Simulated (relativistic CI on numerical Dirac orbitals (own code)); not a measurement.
## Electric-dipole transitions in Eu41+

Method of calculation: Dirac-Coulomb-Breit CI, orbitals from a KLI potential per configuration, model QED (radiative potential, 1s self-energy scaled to tabulated hydrogen-like ionisation energies), unscaled Slater integrals (own radial code, finite nucleus).

CI space (outside the closed core [Ne]): 3s²3p⁶3d⁴, 3s²3p⁵3d⁵, 3s3p⁶3d⁵, 3s²3p⁶3d³4s, 3s²3p⁶3d³4p, 3s²3p⁶3d³4d, 3s²3p⁵3d⁴4s, 3s²3p⁶3d³4f, 3s²3p⁵3d⁴4p, 3s3p⁶3d⁴4s, 3p⁶3d⁵4p, 3s3p⁶3d⁴4p, 3s²3p⁶3d²4s4p, 3s²3p⁶3d³5s, 3s²3p⁶3d³5p, 3s3p⁶3d⁴4d, 3s²3p⁶3d³5d, 3s²3p⁶3d³5g, 3s²3p⁶3d³6s, 3p⁶3d⁶, 3p⁵3d⁷, 3p⁵3d⁶4s, 3p⁶3d⁵4s, 3p⁵3d⁵4s², 3s²3p⁶3d²4s², 3s²3p⁶3d4s²4p, 3s²3p⁶3d4s²4d, 3s²3p⁶3d²4p², 3s²3p⁶3d4s4p², 3s²3p⁶3d4p³, 3s²3p⁶3d4p²4d, 3s²3p⁵3d²4s4p², 3s²3p⁶3d²4s4d, 3s²3p⁶3d4s4p4d, 3s²3p⁶3d4s4d², 3s²3p⁵3d²4s²4d, 3s3p⁶3d³4s², 3s3p⁶3d²4s²4p, 3s3p⁶3d²4s²4d. Double excitations out of closed p, d and f shells are left out; levels of such configurations are missing from the list, as are those of other unlisted configurations, and high levels can miss mixing partners. These lack a partner that the ground configuration has and come out too high: 3s²3p⁵3d⁴4p.

| λ vac (nm) | Lower | Upper | A (s⁻¹) | log gf | S velocity/length |
| --- | --- | --- | --- | --- | --- |
| 0.92090 | 3s²3p⁶3d⁴ ³F4 [3] | 3s²3p⁶3d³4p ³F°4 [400] | 4.30e+12 | -0.31 | 0.96 |
| 2.7819 | 3s²3p⁶3d⁴ ³H5 [10] | 3s²3p⁵3d⁵ ³F°4 [206] | 7.56e+11 | -0.10 | 0.73 |
| 2.8181 | 3s²3p⁶3d⁴ ³G4 [13] | 3s²3p⁵3d⁵ ³D°3 [207] | 1.15e+12 | -0.02 | 0.72 |
| 2.8407 | 3s²3p⁶3d⁴ ³H6 [11] | 3s²3p⁵3d⁵ ³G°5 [201] | 2.62e+12 | 0.54 | 0.71 |
| 2.8589 | 3s²3p⁶3d⁴ ¹I6 [23] | 3s²3p⁵3d⁵ ³H°5 [225] | 1.44e+12 | 0.29 | 0.72 |
| 2.8708 | 3s²3p⁶3d⁴ ¹G4 [19] | 3s²3p⁵3d⁵ ³G°3 [219] | 1.50e+12 | 0.11 | 0.72 |
| 2.8769 | 3s²3p⁶3d⁴ ³G5 [21] | 3s²3p⁵3d⁵ ³F°4 [222] | 2.05e+12 | 0.36 | 0.72 |
| 2.8909 | 3s²3p⁶3d⁴ ¹G4 [30] | 3s²3p⁵3d⁵ ¹F°3 [236] | 1.75e+12 | 0.19 | 0.72 |
| 2.8915 | 3s²3p⁶3d⁴ ¹I6 [23] | 3s²3p⁵3d⁵ ³G°5 [220] | 1.14e+12 | 0.20 | 0.71 |
| 2.8945 | 3s²3p⁶3d⁴ ¹F3 [26] | 3s²3p⁵3d⁵ ¹F°3 [229] | 1.55e+12 | 0.13 | 0.74 |
| 2.8979 | 3s²3p⁶3d⁴ ³F4 [3] | 3s²3p⁵3d⁵ ³D°3 [176] | 1.85e+12 | 0.21 | 0.72 |
| 2.9169 | 3s²3p⁶3d⁴ ¹G4 [30] | 3s²3p⁵3d⁵ ¹G°4 [235] | 1.73e+12 | 0.30 | 0.74 |
| 2.9234 | 3s²3p⁶3d⁴ ⁵D3 [5] | 3s²3p⁵3d⁵ ³D°3 [176] | 7.13e+11 | -0.19 | 0.72 |
| 2.9251 | 3s²3p⁶3d⁴ ¹I6 [23] | 3s²3p⁵3d⁵ ³H°6 [214] | 1.86e+12 | 0.49 | 0.74 |
| 2.9371 | 3s²3p⁶3d⁴ ³F4 [32] | 3s²3p⁵3d⁵ ³F°4 [242] | 1.55e+12 | 0.26 | 0.74 |
| 2.9450 | 3s²3p⁶3d⁴ ³F4 [32] | 3s²3p⁵3d⁵ ³D°3 [241] | 2.11e+12 | 0.28 | 0.72 |
| 2.9612 | 3s²3p⁶3d⁴ ⁵D2 [4] | 3s²3p⁵3d⁵ ⁵P°2 [174] | 1.01e+12 | -0.18 | 0.73 |
| 2.9754 | 3s²3p⁶3d⁴ ³F4 [32] | 3s²3p⁵3d⁵ ³G°5 [238] | 1.15e+12 | 0.22 | 0.77 |
| 2.9859 | 3s²3p⁶3d⁴ ⁵D3 [5] | 3s²3p⁵3d⁵ ⁵P°2 [174] | 1.02e+12 | -0.17 | 0.72 |
| 3.0118 | 3s²3p⁶3d⁴ ³G4 [13] | 3s²3p⁵3d⁵ ³G°4 [186] | 9.96e+11 | 0.09 | 0.73 |
| 3.0143 | 3s²3p⁶3d⁴ ⁵D4 [7] | 3s²3p⁵3d⁵ ³G°3 [178] | 7.69e+11 | -0.13 | 0.71 |
| 3.0348 | 3s²3p⁶3d⁴ ³H5 [10] | 3s²3p⁵3d⁵ ³H°5 [180] | 7.52e+11 | 0.06 | 0.73 |
| 3.0384 | 3s²3p⁶3d⁴ ³H5 [10] | 3s²3p⁵3d⁵ ³G°4 [179] | 7.21e+11 | -0.05 | 0.71 |
| 3.0393 | 3s²3p⁶3d⁴ ³H6 [11] | 3s²3p⁵3d⁵ ³H°6 [182] | 1.22e+12 | 0.34 | 0.73 |
| 3.6781 | 3s²3p⁵3d⁵ ⁵H°7 [46] | 3s3p⁶3d⁵ ⁵G6 [254] | 8.55e+11 | 0.35 | 0.85 |
| 3.8633 | 3s²3p⁶3d⁴ ⁵D2 [4] | 3s²3p⁵3d⁵ ³D°1 [96] | 7.60e+11 | -0.29 | 0.67 |
| 3.9323 | 3s²3p⁶3d⁴ ¹I6 [23] | 3s²3p⁵3d⁵ ¹H°5 [159] | 7.71e+11 | 0.29 | 0.64 |
| 3.9397 | 3s²3p⁶3d⁴ ³F4 [3] | 3s²3p⁵3d⁵ ³F°3 [91] | 3.45e+11 | -0.25 | 0.66 |
| 3.9408 | 3s²3p⁶3d⁴ ³H6 [11] | 3s²3p⁵3d⁵ ³G°5 [129] | 6.00e+11 | 0.19 | 0.64 |
| 3.9603 | 3s²3p⁶3d⁴ ⁵D3 [5] | 3s²3p⁵3d⁵ ³D°2 [93] | 6.03e+11 | -0.15 | 0.66 |
| 3.9651 | 3s²3p⁶3d⁴ ³F4 [3] | 3s²3p⁵3d⁵ ³F°4 [86] | 8.85e+11 | 0.27 | 0.67 |
| 3.9842 | 3s²3p⁶3d⁴ ⁵D4 [7] | 3s²3p⁵3d⁵ ³G°4 [114] | 4.39e+11 | -0.03 | 0.67 |
| 3.9870 | 3s²3p⁶3d⁴ ⁵D3 [5] | 3s²3p⁵3d⁵ ³F°3 [91] | 4.81e+11 | -0.10 | 0.68 |
| 3.9899 | 3s²3p⁶3d⁴ ³G5 [21] | 3s²3p⁵3d⁵ ³G°4 [156] | 6.24e+11 | 0.13 | 0.64 |
| 4.0071 | 3s²3p⁶3d⁴ ³H5 [10] | 3s²3p⁵3d⁵ ³G°4 [118] | 3.74e+11 | -0.09 | 0.64 |
| 4.0215 | 3s²3p⁶3d⁴ ³P0 [1] | 3s²3p⁵3d⁵ ³D°1 [47] | 8.53e+11 | -0.21 | 0.67 |
| 4.0621 | 3s²3p⁶3d⁴ ³H5 [10] | 3s²3p⁵3d⁵ ³G°5 [112] | 5.31e+11 | 0.16 | 0.67 |
| 4.0860 | 3s²3p⁶3d⁴ ⁵D2 [4] | 3s²3p⁵3d⁵ ⁵F°2 [74] | 4.74e+11 | -0.23 | 0.67 |
| 4.0874 | 3s²3p⁶3d⁴ ³H6 [11] | 3s²3p⁵3d⁵ ³H°6 [113] | 6.30e+11 | 0.31 | 0.66 |
| 4.1095 | 3s²3p⁶3d⁴ ¹G4 [19] | 3s²3p⁵3d⁵ ³F°4 [147] | 5.25e+11 | 0.08 | 0.66 |
| 4.1454 | 3s²3p⁶3d⁴ ³G5 [21] | 3s²3p⁵3d⁵ ³G°5 [148] | 4.46e+11 | 0.10 | 0.66 |
| 4.1492 | 3s²3p⁶3d⁴ ⁵D3 [5] | 3s²3p⁵3d⁵ ³G°4 [73] | 3.78e+11 | -0.06 | 0.69 |
| 4.1651 | 3s²3p⁶3d⁴ ³F4 [3] | 3s²3p⁵3d⁵ ³G°5 [66] | 1.70e+11 | -0.31 | 0.69 |
| 4.2291 | 3s²3p⁶3d⁴ ¹I6 [23] | 3s²3p⁵3d⁵ ³H°6 [144] | 3.84e+11 | 0.13 | 0.65 |
| 4.4372 | 3s²3p⁶3d⁴ ³H6 [11] | 3s²3p⁵3d⁵ ³I°7 [87] | 1.76e+11 | -0.11 | 0.69 |

Terms are leading LS components. Brackets give the number of a level in order of energy, since labels repeat. The list gives strong lines, with weight on those to low levels, among the lowest 400 of 7752 levels, so that lines to higher ones, which can be the strongest, are missing. Levels whose partners in the same complex of configurations lie outside the list can be far off, and so can their lines. Rates are taken at the computed energies, electric ones in the length gauge. A velocity-to-length ratio far from 1 marks an uncertain rate.

At this charge energies of transitions that change n are usually good to better than 1 %, and those within a shell (Δn = 0) to a few per cent.

LS names give the leading component of a level, which can be under half, so a name can repeat, a term be missing and a line seem to break the LS rules.
